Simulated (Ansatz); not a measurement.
Consider the redistribution: `F[C](=[Se])[InH2]` + `N[SiH2]S` → `N[SiH2][InH2]` + `FC(S)=[Se]`.

Program: Ansatz. Geometries: PBE0-D4/def2-TZVP. ΔE: electronic, gas phase. CBS: MP2 limit from def2 TZ/QZ plus the TZ coupled-cluster correction, frozen cores. Functionals use def2-TZVPP. HSE06 is defined as in plane-wave codes. Elements past krypton have def2 core potentials. For In, Se outer-core shells are correlated without core-valence functions, which leaves a few kJ/mol of doubt a bond. Scalar relativity is left out up to krypton. Each species was taken in one conformer, which may not be the lowest.

CCSD(T)/CBS gives +82.9 kJ/mol.

(1) Another level gave +66.8 kJ/mol. Which?
A. CAM-B3LYP/def2-TZVPP
B. HSE06/def2-TZVPP
C. PBE-QIDH/def2-TZVPP
D. CCSD/def2-TZVPP

Largest T1 diagnostic among the species: 0.018.

## Answers

(1) A. CAM-B3LYP 66.8, PBE-QIDH 72.4, CCSD/def2-TZVPP 78.5, HSE06 61.4 kJ/mol.

At CCSD(T), def2-SVP lies −14.8 kJ/mol from the extrapolated value and def2-TZVPP −3.6 kJ/mol. Leaving LDA and LC-ωPBE aside and taking each functional with its dispersion term where it has one, the values, not all of them listed here, spread over 18.1 kJ/mol, from revPBE-D4 to ωB97M-V. From BLYP to BHLYP (50 % exact exchange), in def2-TZVPP and without D4, ΔE moves by +10.8 kJ/mol.
